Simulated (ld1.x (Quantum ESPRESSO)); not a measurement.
## Ranking TM potentials for aluminium (Al)

All share these settings but for the change named:

* Element: Al (Z = 13)
* Generator: ld1.x (Quantum ESPRESSO) 7.5
* Type: norm-conserving Troullier–Martins (Kleinman–Bylander form)
* Functional: LDA (PZ)
* Relativity: scalar-relativistic
* Frozen core: [Ne]
* Valence charge: 3
* Reference configuration: 3s1.75 3p1.25
* Partial waves: 3p (bound): rc 2.15 bohr; 3s (bound): rc 1.70 bohr
* Local potential: the s channel
* Core correction: a·sin(br)/r model core inside 0.85 bohr

Cutoff: the first of the cutoffs (Ry, on a coarse ladder) from which the occupation-weighted sum of valence levels, in a spherical-Bessel basis at the reference potential, stays within 10 and 1 mRy of its value at 400 Ry; the density cutoff is not measured.

The base gives 10 Ry.

Of 9 variants that were run, those that failed, showed a ghost or another fault, or gave nearly equal values are left out.

A variant can come out equal or close to the base.

(1) Rank these variants from softest to hardest (loose cutoff).
A. wave 3s (bound): rc 1.70 bohr becomes 3s (bound): rc 1.82 bohr
B. wave 3s (bound): rc 1.70 bohr becomes 3s (bound): rc 1.44 bohr
C. wave 3s (bound): rc 1.70 bohr becomes 3s (bound): rc 2.50 bohr
D. wave 3s (bound): rc 1.70 bohr becomes 3s (bound): rc 1.16 bohr
E. wave 3s (bound): rc 1.70 bohr becomes 3s (bound): rc 1.30 bohr

## Answers

(1) C (8 Ry), A (10 Ry), B (30 Ry), E (45 Ry), D (120 Ry).
